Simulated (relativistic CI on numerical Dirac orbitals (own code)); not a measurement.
# Au⁵⁺: L2,3 absorption edge

Computed with this model: Dirac-Coulomb-Breit CI, KLI orbitals optimised for each configuration, model QED (radiative potential, 1s self-energy scaled to tabulated hydrogen-like ionisation energies), valence Slater integrals scaled by 0.9, multiplet model of core-to-valence dipole absorption; configurations [Xe] 4f14 5d6 → [He] 2s2 2p5 3s2 3p6 3d10 4s2 4p6 4d10 4f14 5s2 5p6 5d7; 300 K; Lorentzian 7.5 eV and Gaussian 1 eV FWHM. Energies are those of the free ion, without screening or charge transfer. The branching ratio is the share of the lower-energy edge in the whole absorption, uncertain by about 0.02 where the edges overlap. S is read from ⟨S²⟩ = S(S + 1).

Field parameters in Wybourne normalisation: D4h B²₀ = −7Ds, B⁴₀ = 21(Dq − Dt), B⁴₄ = 21√(5/14) Dq. The field is a parameter set, without covalency.

free ion: ground-state S = 1.81, centroid 12066.20 eV, branching ratio 0.920. Peaks (eV, height): 11921.0 (100), 13736.5 (9).

D4h, 10Dq = 36150, Ds = -1500, Dt = 290 cm⁻¹: ground-state S = 0.35, centroid 12161.47 eV, branching ratio 0.868. Peaks (eV, height): 11921.5 (100), 13737.5 (15).

The statistical ratio of this edge is 2/3 = 0.667. Values above it arise where the holes sit mainly in the j = l + 1/2 valence subshell or the ground state has high spin; values below it where core-valence Coulomb terms move weight to the upper edge, as in nearly empty shells. At deep edges of heavy elements the radial integrals of the two core levels differ, which raises the baseline.

Strongest unbroadened transitions for D4h, 10Dq = 36150, Ds = -1500, Dt = 290 cm⁻¹:

```tsv
Energy (eV)	Relative strength
11920.93	2.5
11921.00	3.2
11921.33	63.8
11921.48	26.4
11921.78	100.0
11921.98	95.7
11922.91	0.5
11922.96	1.5
11923.09	1.1
11924.50	0.6
11924.59	0.6
11925.07	0.4
11925.18	0.4
11926.04	0.5
11926.17	0.5
13737.40	19.7
13737.89	9.2
13737.94	14.4
```
